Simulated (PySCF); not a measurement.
ZrCl4, SMILES [Cl][Zr]([Cl])([Cl])[Cl], multiplicity 1.

Geometry optimised at PBE-D3(BJ)/def2-SVP. The spin state was assumed, not searched. The isomer is the one that the SMILES or the coordinates give; other isomers of the formula were not compared. The def2 effective core potentials stand for the cores of Zr; spin–orbit coupling is left out.

These are PBE-D3(BJ)/def2-SVP (PySCF 2.14.0) values and carry that method's errors.

Frequencies are harmonic and unscaled.

Modes within 1.5 cm⁻¹ of each other (mostly degenerate sets) share a row, with their intensities summed.

```csv
mode,ν (cm⁻¹),IR (km/mol),moving atoms (share of kinetic energy)
1–2,93,0.0,Cl 100 %
3–5,101,8.6,"Cl 77 %, Zr 23 %"
6,364,0.0,Cl 100 %
7–9,420,268.3,"Cl 62 %, Zr 38 %"
```
